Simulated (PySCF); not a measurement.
A structure optimised at PBE-D3(BJ)/def2-SVP, used in a PySCF frequency run:

```
O
C 1 1.4201
H 2 1.1128 1 107.93
H 2 1.1143 3 107.36 1 -123.68
H 2 1.1148 3 107.67 4 -115.59
In 1 2.0089 2 119.64 3 -148.59
F 6 1.9638 1 120.05 2 -173.60
Cl 6 2.3546 7 119.18 1 177.09
```

Q: Write its SMILES and formula.

A: C[O][In]([F])[Cl], CH3ClFInO

Q: What are its rotational constants (standard atomic weights)?

A: 2.4099, 2.0075, 1.1037 GHz
